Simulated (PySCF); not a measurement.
Compound: C₇H₈O₂.
Cartesian coordinates in Å at the PBE0-D3(BJ)/def2-SVP level; atoms count from 1:
```xyz
17
C7H8O2 angstrom
C      3.207    0.604   -0.238
C      2.007    0.448   -0.243
C      0.561    0.266   -0.221
C      0.136   -1.086    0.351
C     -1.379   -1.191    0.301
C     -2.145    0.043    0.733
O     -3.307    0.013    1.018
O     -1.504    1.228    0.712
C     -0.098    1.364    0.609
H      4.273    0.739   -0.242
H      0.185    0.345   -1.258
H      0.500   -1.159    1.390
H      0.604   -1.911   -0.206
H     -1.764   -2.028    0.899
H     -1.713   -1.385   -0.734
H      0.081    2.353    0.165
H      0.338    1.366    1.623
```

The calculation used PySCF 2.14.0, density-fitted response routines, TDDFT wB97X-D/def2-SVPD, vertical, gas phase, core orbitals frozen in the response.

Transition dipole moments from the ground state, in atomic units and in the frame of the coordinates above (overall signs are arbitrary), for the states with f of 0.002 or more among the lowest 6:

| state | E (hartree) | μx | μy | μz |
| --- | --- | --- | --- | --- |
| S5 | 0.2814 | -0.572 | -0.309 | -0.003 |
| S6 | 0.2886 | 0.248 | -0.378 | 0.239 |

What oscillator strength does each state have?

f = (2/3) ΔE |μ|² with ΔE in hartree (27.2114 eV).

| state | \|μ\|² (au) | \|μ\| (D) | f |
| --- | --- | --- | --- |
| S5 | 0.422 | 1.65 | 0.079 |
| S6 | 0.262 | 1.30 | 0.050 |

What angle do the transition dipoles of S5 and S6 make?

|cos θ| = |μa·μb| / (|μa| |μb|) = 0.08, so θ ≈ 86° (taken between 0 and 90°, since the signs are arbitrary).

What peak molar absorption coefficient would the strongest computed level give as a lone Gaussian band 0.3 eV wide at half height?

ε(max) = 2.175×10⁸ f / FWHM, with the width in cm⁻¹. S5: 2.175×10⁸ × 0.0792 / 2420 ≈ 7100 L mol⁻¹ cm⁻¹.

One conformer stands for the species.
